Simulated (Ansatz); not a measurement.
W3⁺, relaxed as a doublet with UKS PBE0-D4/def2-TZVP in Ansatz, starting from packed atoms. Force threshold 0.02 eV/Å.

In the def2 sets W takes a core potential; there is no spin–orbit coupling. The charge 1 doublet is spin-contaminated (final ⟨S²⟩ up to 1.54, 0.75 for a pure state). The relaxation made no stability test and no search for a lower SCF solution. No other spin state of charge 1 was run. The structure comes from a short search, and lower isomers may exist.

Start:

```xyz
3

W    -0.2655    1.8487    0.7031
W     1.4134   -0.9235    0.6290
W    -1.1479   -0.9251   -1.3321
```

| step | energy (eV) | largest force component (eV/Å) | SCF passes |
| --- | --- | --- | --- |
| 1 | -5459.1480 | 2.672 | 100 |
| 2 | -5460.7435 | 3.585 | 55 |
| 3 | -5462.7765 | 3.950 | 51 |
| 4 | -5464.4185 | 2.574 | 51 |
| 5 | -5464.8771 | 2.200 | 55 |
| 6 | -5464.9573 | 0.969 | 60 |
| 7 | -5464.9856 | 0.057 | 52 |
| 8 | -5464.9857 | 0.013 | 45 |

Force components are those of the run's own axes.

End:

```xyz
3

W    -0.2208    1.2427    0.4402
W     1.0279   -0.6703    0.4581
W    -0.8072   -0.5724   -0.8983
```

By distances, no bond broke or formed. The bond that changes most is W1–W3, from 3.55 to 2.33 Å (atoms count from 1). The end is the same structure that another start reached.

No frequencies were taken in this run, so the end may be a saddle point.

It took 25 s on 4 threads of Arm Neoverse V2 on a shared host.
